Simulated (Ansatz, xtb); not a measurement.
**Isomers of C5H7F3S in order of energy**

8 gas-phase structures of C5H7F3S, from a drawn sample of its isomers (lower ones may exist). Each was relaxed with GFN2-xTB; where two conformers were screened, the lower at r2SCAN-D4/def2-SVP is listed:

A. `C/C=C(/C)SC(F)(F)F`, a singlet
B. `C[C@@H]1S[C@@H]1CC(F)(F)F`, a singlet
C. `CCC(=S)CC(F)(F)F`, a singlet
D. `CC(F)(F)CC(=S)CF`, a singlet
E. `CC1(SC(F)(F)F)CC1`, a singlet
F. `C[C@@H]1C[C@@H](C(F)(F)F)S1`, a singlet
G. `FC(F)(F)[C@@H]1CCSC1`, a singlet
H. `CCC[C@]1(F)SC1(F)F`, a singlet

Make a reasoned guess at their ranking by r2SCAN-D4/def2-SVP single-point energy.

Calculated order at r2SCAN-D4/def2-SVP: G (0.000), B (0.502), C (0.628), F (0.629), A (1.076), D (1.121), E (1.280), H (1.403) eV. Less than 1 kcal/mol parts C and F, so the order within that pair means little.

Energies above the lowest of each column, in eV; the last columns are at PBE0-D3(BJ)/def2-SVP geometries and were run for some of them only (a dash: not run or not comparable):

```json
{"structure": "G", "GFN2-xTB": "0.000", "HF/STO-3G": "0.000", "r2SCAN-D4/def2-SVP": "0.000", "PBE0-D3(BJ)/def2-SVP": "0.000", "CCSD(T)/def2-SVP + ΔMP2/def2-TZVPP": "0.000"}
{"structure": "B", "GFN2-xTB": "0.572", "HF/STO-3G": "1.510", "r2SCAN-D4/def2-SVP": "0.502", "PBE0-D3(BJ)/def2-SVP": "0.536", "CCSD(T)/def2-SVP + ΔMP2/def2-TZVPP": "0.548"}
{"structure": "C", "GFN2-xTB": "0.838", "HF/STO-3G": "2.061", "r2SCAN-D4/def2-SVP": "0.628", "PBE0-D3(BJ)/def2-SVP": "0.750", "CCSD(T)/def2-SVP + ΔMP2/def2-TZVPP": "–"}
{"structure": "F", "GFN2-xTB": "0.545", "HF/STO-3G": "0.819", "r2SCAN-D4/def2-SVP": "0.629", "PBE0-D3(BJ)/def2-SVP": "0.615", "CCSD(T)/def2-SVP + ΔMP2/def2-TZVPP": "0.615"}
{"structure": "A", "GFN2-xTB": "1.267", "HF/STO-3G": "1.826", "r2SCAN-D4/def2-SVP": "1.076", "PBE0-D3(BJ)/def2-SVP": "–", "CCSD(T)/def2-SVP + ΔMP2/def2-TZVPP": "–"}
{"structure": "D", "GFN2-xTB": "0.981", "HF/STO-3G": "2.598", "r2SCAN-D4/def2-SVP": "1.121", "PBE0-D3(BJ)/def2-SVP": "–", "CCSD(T)/def2-SVP + ΔMP2/def2-TZVPP": "–"}
{"structure": "E", "GFN2-xTB": "1.233", "HF/STO-3G": "1.780", "r2SCAN-D4/def2-SVP": "1.280", "PBE0-D3(BJ)/def2-SVP": "–", "CCSD(T)/def2-SVP + ΔMP2/def2-TZVPP": "–"}
{"structure": "H", "GFN2-xTB": "1.207", "HF/STO-3G": "1.824", "r2SCAN-D4/def2-SVP": "1.403", "PBE0-D3(BJ)/def2-SVP": "–", "CCSD(T)/def2-SVP + ΔMP2/def2-TZVPP": "–"}
```

Every level run on G puts it lowest or level with the lowest. Flexible structures stand in one conformer each, not always the lowest. Frequencies (GFN2-xTB) were run for B, F, G alone. ΔMP2 is the change of the MP2 energy from the smaller to the larger basis.

Over these structures GFN2-xTB departs from r2SCAN-D4/def2-SVP by 0.117 eV on average once a common shift is removed. A GFN2-xTB relaxation took about 0.093 s and the r2SCAN-D4/def2-SVP energy about 2.8 s on a shared host (Ansatz 0.2.0, xtb 6.7.1).
